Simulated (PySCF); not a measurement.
Q: Write a Z-matrix for InChI=1S/C9H10O2/c1-3-8-5-4-6-9(8)11-7(2)10/h3-6,8H,1H2,2H3/t8-/m1/s1 as optimised with PBE0-D3(BJ)/def2-SVP.

A: 
Z-matrix in Å and degrees, rows numbered from 1:
```
C 
C   1  1.3336
C   2  1.5032  1  124.57
C   3  1.5036  2  114.80  1  -133.43
C   4  1.3494  3  109.71  2  -121.45
C   5  1.4625  4  109.89  3     0.61
C   6  1.3481  5  107.79  4    -0.55
O   7  1.3629  3  123.95  2   -50.67
C   8  1.3590  7  120.63  3   -43.88
C   9  1.4965  8  110.02  7   171.57
O   9  1.1979  8  123.77  7    -8.29
H   1  1.0943  2  121.32  3     0.70
H   1  1.0932  2  121.18  3  -179.12
H   2  1.0965  1  120.12  3   178.42
H   3  1.1042  2  109.44  1    -9.23
H   4  1.0900  3  123.05  2    59.96
H   5  1.0912  4  126.03  3  -178.72
H   6  1.0897  5  126.35  4   179.10
H  10  1.1008  9  108.74  8   -70.49
H  10  1.0985  9  110.60  8    47.12
H  10  1.0952  9  109.61  8   169.68
```

The C–C distances run from 1.334 Å (C1=C2, drawn double) to 1.507 Å (C3–C7, drawn single), a spread of 0.173 Å. Of the pairs four or more bonds apart, O11···H15 is among the closest relative to their van der Waals radii: 2.40 Å, 88 % of the sum of Bondi's values. The C–O distances run from 1.198 Å (C9=O11, drawn double) to 1.363 Å (C7–O8, drawn single), a spread of 0.165 Å. The 5-membered ring C3–C4–C5–C6–C7 has internal angles of 101.6° to 111.0°; it is planar, 0.00 Å rms from its mean plane, widest ring torsion 1°.

Computed, not measured: PBE0-D3(BJ)/def2-SVP geometry optimisation, gas phase (PySCF 2.14.0).

Point group: C1 (no symmetry element, even within 0.4 Å). Stationary, but not proved a minimum. One conformer, not necessarily the lowest (C1–C2–C3–C4 -133°, C6–C7–O8–C9 143°, C7–O8–C9–C10 172°).

On one thread, Arm Neoverse N1 (aarch64), shared host with 64 logical CPUs at a one-minute load of 53, this took 10 min of wall time and 0.87 GiB of memory at its peak. This is the geometry optimisation.
